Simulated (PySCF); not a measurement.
GeH4OTe, SMILES O[Te][GeH3].

Coordinates come from a PBE0-D3(BJ)/def2-SVP optimisation. This is a generated structure with no PubChem entry under its InChIKey; it may be hypothetical. The def2 effective core potentials stand for the cores of Te; spin–orbit coupling is left out. Other conformers were not sampled.

Computed with PySCF with PBE/def2-TZVPD.

The molecule is in vacuum.

Q: Estimate the frontier levels, gap, dipole moment and polarisability. (The exact figures need the calculation; the answer reports its results.)

A: 
| Item | Result |
|---|---|
| highest occupied level | -5.36 eV |
| lowest empty level | -2.93 eV |
| orbital gap | 2.42 eV |
| dipole moment | 1.49 D |
| quadrupole, principal values (traceless, Buckingham form, about the centre of nuclear charge) | -6.25, 1.39, 4.87 D·Å |
| mean static polarisability | 85.5 bohr³ (12.67 Å³) |
| polarisability, principal values | 72.6, 77.7, 106.3 bohr³ |
